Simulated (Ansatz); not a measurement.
Basis sets compared for n-SiSiSiSiH10 (Si4H10). The state is a singlet with charge 0. Geometry r2SCAN-D4/def2-SVP. Ansatz on 4 threads of Arm Neoverse V2 on a shared host; times are rough, and most runs start from earlier orbitals.

Cartesian coordinates in Å:
```
Si -0.563 2.856 -0.577
Si -0.860 0.720 0.345
Si 0.867 -0.718 -0.338
Si 0.558 -2.858 0.572
H -0.562 2.759 -2.070
H 0.754 3.412 -0.135
H -1.648 3.795 -0.156
H -2.177 0.153 -0.090
H -0.863 0.804 1.841
H 2.183 -0.155 0.106
H 0.876 -0.795 -1.835
H -0.752 -3.412 0.111
H 1.649 -3.794 0.161
H 0.538 -2.766 2.064
```

Another isomer (singlet) lies 0.06 eV lower at PBE0-D4/def2-TZVP; other spin states weren't run for this one.

Binding counts from free atoms (Si triplet, H doublet) in the same basis, without a counterpoise term.

```tsv
level	functions	energy (Eh)	HOMO (eV)	LUMO (eV)	binding per atom (eV)	wall time
HF/STO-3G	46	-1148.2560	-7.43	9.57	3.35	0.15 s
PBE-D4/def2-SVP	122	-1162.9835	-6.73	-1.14	2.92	1.1 s
PBE0-D4/def2-SVP	122	-1163.1128	-7.79	-0.38	2.92	1.6 s
```

Question: Estimate the rows for HF/def2-TZVP, PBE-D4/def2-TZVP (with forces), PBE0-D4/def2-TZVP.

Answer: 
```json
{"level": "HF/def2-TZVP", "functions": "208", "energy (Eh)": "-1161.5798", "HOMO (eV)": "-10.04", "LUMO (eV)": "2.59", "binding per atom (eV)": "2.29", "wall time": "1.8 s"}
{"level": "PBE-D4/def2-TZVP (with forces)", "functions": "208", "energy (Eh)": "-1163.3924", "HOMO (eV)": "-6.69", "LUMO (eV)": "-1.34", "binding per atom (eV)": "2.92", "wall time": "2.6 s"}
{"level": "PBE0-D4/def2-TZVP", "functions": "208", "energy (Eh)": "-1163.5172", "HOMO (eV)": "-7.71", "LUMO (eV)": "-0.56", "binding per atom (eV)": "2.93", "wall time": "3.2 s"}
```
